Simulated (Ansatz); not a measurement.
Cost and result for the atomization energy of `CC(O)Br` (9 atoms, 8 bonds).

```xyz
9

C    -0.607    0.706    0.480
C     0.094   -0.368   -0.295
O     1.335    0.074   -0.673
Br    0.245   -2.014    0.844
H    -0.723    1.583   -0.163
H    -0.017    0.986    1.353
H    -1.590    0.368    0.805
H    -0.498   -0.740   -1.133
H     1.761   -0.595   -1.218
```

The species carries charge 0 and has multiplicity 1. Correlated methods include outer-core shells of Br, which these sets cover unevenly. Scalar relativity is left out up to krypton. All single points use the PBE0-D4/def2-TZVP geometry. It is one conformer, not always the lowest. Program: Ansatz. All runs use 4 threads of an Intel Xeon 6985P-C on a shared host. Times are those of one run each, without the atoms' runs, and a repeat can differ threefold. Electronic energies, without spin–orbit coupling; frozen cores. CCSD(T)/CBS adds CCSD(T) − MP2 in def2-TZVPP to the MP2 limit, and its time is that of the two runs behind it. T1 = 0.009. With those shells the extrapolation isn't a true limit. B3LYP takes the VWN-RPA correlation (the form of Gaussian; ORCA's B3LYP/G). HSE06 is the plane-wave form, built on full-range PBE exchange.

CCSD(T)/CBS is a level of theory with its own doubt, some kJ/mol a heavy atom from the limit and from the frozen cores, so smaller differences don't rank the functionals.

```csv
level,functions,wall time,atomization (kcal/mol),difference from CCSD(T)/CBS,per bond
LDA (SPW92)/def2-TZVPP,211,0.55 s,908.0,122.5,15.3
HSE06-D4/def2-TZVPP,211,1.2 s,787.6,2.1,0.3
BHLYP-D4/def2-TZVPP,211,1.2 s,755.4,-30.1,-3.8
B3LYP-D4/def2-TZVPP (with forces),211,1.8 s,781.4,-4.1,-0.5
PBE-QIDH/def2-TZVPP,211,2.1 s,779.6,-5.9,-0.7
B2PLYP/def2-TZVPP,211,2.1 s,774.3,-11.2,-1.4
CCSD(T)/def2-SVP,99,2.3 s,742.8,-42.7,-5.3
ωB97X-V/def2-TZVPP,211,2.7 s,782.9,-2.6,-0.3
B97M-V/def2-TZVPP,211,2.9 s,782.1,-3.4,-0.4
ωB97M-V/def2-TZVPP (with forces),211,3.8 s,783.9,-1.6,-0.2
MP2/def2-QZVPP,410,9 s,791.1,5.6,0.7
CCSD(T)/def2-TZVPP,211,24 s,764.5,-21.0,-2.6
CCSD(T)/CBS(def2),–,33 s,785.5,0.0,0.0
```

Leaving LDA and LC-ωPBE aside and taking each functional with its dispersion term where it has one, the values, not all of them listed here, spread over 48.1 kcal/mol, from BHLYP-D4 to PBE-D4. LDA lies +108.3 kcal/mol from PBE without D4, its usual overbinding. From r2SCAN to r2SCAN0 (25 % exact exchange), in def2-TZVPP and without D4, the atomization energy moves by −13.6 kcal/mol: exact exchange takes away binding that semilocal exchange gives to molecules. In def2-TZVPP, CCSD(T) changes the Hartree–Fock value by +204.4 kcal/mol (the triples alone add +12.6 kcal/mol) and MP2 by +218.8 kcal/mol; breaking electron pairs costs correlation energy, which Hartree–Fock lacks.
